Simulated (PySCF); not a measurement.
Compound: C₄H₄O₄P (charge -1).
Cartesian coordinates in Å at the GFN2-xTB level; atoms count from 1:
```
atom  x, y, z in Å
O1     2.0220    1.5164   -0.8431
P2     1.7023    0.0774   -0.6176
O3     2.0601   -0.9732   -1.5980
O4     2.3484   -0.3299    0.8712
C5    -0.0781   -0.0926   -0.1880
C6    -0.9703    0.8819    0.3312
C7    -2.1789    0.2747    0.4423
O8    -2.1098   -1.0106    0.0288
C9    -0.8257   -1.2112   -0.3522
H10    2.4483    0.5286    1.2769
H11   -0.7245    1.8972    0.5706
H12   -3.1373    0.6226    0.7820
H13   -0.5608   -2.1808   -0.7218
```

NICS is the negative of the GIAO shielding at a point without a nucleus: at the ring centre (0) and 1 Å above and below it (1); zz is the component along the ring normal. Level: GIAO PBE0/pcSseg-1 (PySCF, non-relativistic, gas phase) on the GFN2-xTB geometry, one conformer.

Ring bond lengths (Å), with Mayer bond orders in brackets: C5–C6 1.420 (1.26), C6–C7 1.357 (1.59), C7–O8 1.352 (1.07), O8–C9 1.354 (1.05), C9–C5 1.355 (1.64).

Question: What do the NICS probes read (ppm)?

Answer: 
```tsv
ring	type	NICS(0)	NICS(1), two faces	NICS(1)zz, two faces	rms pucker (Å)	centre to ring atoms, mean (Å)
C5–C6–C7–O8–C9	5-membered ring with O; formal bonds all aromatic	-12.3	-10.7 / -10.4	-26.9 / -26.1	0.00	1.16
```

Question: What can be read from them?

Answer: 
- C5–C6–C7–O8–C9: mean NICS(1)zz -26.5 ppm, shielded, aromatic by this magnetic criterion (flat ring, no four-coordinate atom).

Question: What does the geometric index give? HOMA = 1 − mean of α(R − Ropt)² over the ring bonds, with Krygowski's 1993 parameters (CC: Ropt 1.388 Å, α 257.7 Å⁻²; CO: Ropt 1.265 Å, α 157.38 Å⁻²).

Answer: 
- C5–C6–C7–O8–C9: HOMA 0.36; the largest term is that of O8–C9, α(R − Ropt)² = 1.26.

Question: How shielded are the nuclei of the rings and their hydrogens (means over atoms taken as equivalent)?

Answer: 
| atoms | environment | σ isotropic (ppm) |
| --- | --- | --- |
| C5 | substituted aromatic carbon | 48.0 |
| C6 | aromatic CH carbon | 66.3 |
| C7 | aromatic CH next to a ring oxygen | 46.3 |
| O8 | furan-type oxygen | 42.9 |
| C9 | aromatic CH next to a ring oxygen | 36.6 |
| H11 | aromatic hydrogen | 25.11 |
| H12 | aromatic hydrogen | 24.75 |
| H13 | aromatic hydrogen | 24.32 |
